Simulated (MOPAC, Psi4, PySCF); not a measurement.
Two rigid molecules brought together: H4Si ··· Cl2 (SMILES [SiH4] and ClCl). Monomers: optimised at B3LYP-D3(BJ) (def2-TZVP), held rigid. Orientation: lowest of the rigid-body minima from ten starts at GFN2-xTB. R is the distance of the centres of mass, along which the second monomer moves.

- RHF/STO-3G = PySCF 2.14.0 with restricted Hartree-Fock/STO-3G, no counterpoise correction
- SCS-MP2/aug-cc-pVTZ = Psi4 1.11 with DF-SCS-MP2/aug-cc-pVTZ, frozen core, counterpoise-corrected
- PM3, restricted, heats of formation (MOPAC)
- SAPT0/jun-cc-pVDZ, frozen core (Psi4)

Interaction energies in kcal/mol:

```json
[
 {"R / Å": "3.64", "RHF/STO-3G": "13.59", "SCS-MP2/aug-cc-pVTZ": "8.82", "PM3": "-1.58"},
 {"R / Å": "3.82", "RHF/STO-3G": "7.41", "SCS-MP2/aug-cc-pVTZ": "4.37", "PM3": "-1.88"},
 {"R / Å": "4.00", "RHF/STO-3G": "3.94", "SCS-MP2/aug-cc-pVTZ": "1.89", "PM3": "-1.20"},
 {"R / Å": "4.20", "RHF/STO-3G": "1.91", "SCS-MP2/aug-cc-pVTZ": "0.48", "PM3": "-0.44"},
 {"R / Å": "4.44", "RHF/STO-3G": "0.78", "SCS-MP2/aug-cc-pVTZ": "-0.21", "PM3": "0.08"},
 {"R / Å": "4.61", "RHF/STO-3G": "0.41", "SCS-MP2/aug-cc-pVTZ": "-0.38", "PM3": "0.23"},
 {"R / Å": "4.87", "RHF/STO-3G": "0.16", "SCS-MP2/aug-cc-pVTZ": "-0.41", "PM3": "0.26"},
 {"R / Å": "5.20", "RHF/STO-3G": "0.06", "SCS-MP2/aug-cc-pVTZ": "-0.33", "PM3": "0.19"},
 {"R / Å": "5.70", "RHF/STO-3G": "0.02", "SCS-MP2/aug-cc-pVTZ": "-0.19", "PM3": "0.10"},
 {"R / Å": "6.41", "RHF/STO-3G": "0.01", "SCS-MP2/aug-cc-pVTZ": "-0.09", "PM3": "0.04"},
 {"R / Å": "7.37", "RHF/STO-3G": "0.00", "SCS-MP2/aug-cc-pVTZ": "-0.03", "PM3": "0.02"},
 {"R / Å": "8.71", "RHF/STO-3G": "0.00", "SCS-MP2/aug-cc-pVTZ": "-0.01", "PM3": "0.01"}
]
```

**Question.** Predict the corresponding SAPT0/jun-cc-pVDZ column.

**Answer.** 3.64: 10.49; 3.82: 5.76; 4.00: 2.99; 4.20: 1.29; 4.44: 0.33; 4.61: 0.02; 4.87: -0.15; 5.20: -0.17; 5.70: -0.11; 6.41: -0.05; 7.37: -0.02; 8.71: -0.01 (kcal/mol).
